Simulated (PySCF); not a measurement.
Numbering as in the mapped SMILES `[CH2:1]=[C:2]([CH3:3])[C:4]#[C:5][C@H:6]([CH3:7])[C:8]#[N:9]` (H(Xn): hydrogen on atom n). Ha(C1) is cis to C3; Hb(C1) is trans to C3.

- geometry: GFN2-xTB
- NMR shieldings at PBE0/pcSseg-1/GIAO
- program: PySCF 2.14
- no relativistic terms, a single conformation, averaged over atoms made equivalent by symmetry, fast rotation or ring inversion, isolated molecule

Referencing at the same level of theory: ¹³C (186.93 ppm), ¹H (31.72 ppm) against TMS; NH3 for ¹⁵N (267.73 ppm).

| atoms | nucleus | count | Hirshfeld charge | δ (ppm) |
| --- | --- | --- | --- | --- |
| C8 | ¹³C | 1 | 0.09 | 123.2 |
| C3 | ¹³C | 1 | -0.11 | ? |
| C6 | ¹³C | 1 | 0.02 | 18.3 |
| N9 | ¹⁵N | 1 | -0.22 | 298.0 |
| C4 | ¹³C | 1 | -0.04 | 91.7 |
| Ha(C1) | ¹H | 1 | 0.05 | 5.67 |
| C1 | ¹³C | 1 | -0.09 | 130.9 |
| C2 | ¹³C | 1 | 0.02 | ? |
| C7 | ¹³C | 1 | -0.10 | ? |
| C5 | ¹³C | 1 | -0.04 | 93.4 |
| H(C7) | ¹H | 3 | 0.05 | ? |
| H(C3) | ¹H | 3 | 0.05 | 2.06 |
| Hb(C1) | ¹H | 1 | 0.05 | 5.68 |
| H(C6) | ¹H | 1 | 0.08 | 3.54 |

**Question.** Fill in the missing shifts.

**Answer.** 
- C2: 134.1 ppm, fully substituted alkene carbon; the olefinic region
- C3: 26.5 ppm, allylic methyl carbon; saturated and bonded to C and H only
- C7: 22.8 ppm, methyl carbon; a saturated carbon with 1 carbon neighbour and no heteroatom attached
- H(C7): 1.57 ppm, hydrogen on a methyl carbon

Shifts are as computed. Against solution values, carbons near 30 ppm lie about +3 ppm off and those near 130 ppm about +5 ppm. Of 1211 compounds with measured shifts, 218 miss one by over three times the rms of a fit or turn the order of signals round; such compounds aren't used in these exercises. Experimental scales use liquid or dissolved standards, which lie at an offset from isolated NH3 (liquid NH3: subtract about 20 ppm). Unscaled 15N shifts of sp2 nitrogen come out 20 to 40 ppm too high even then.
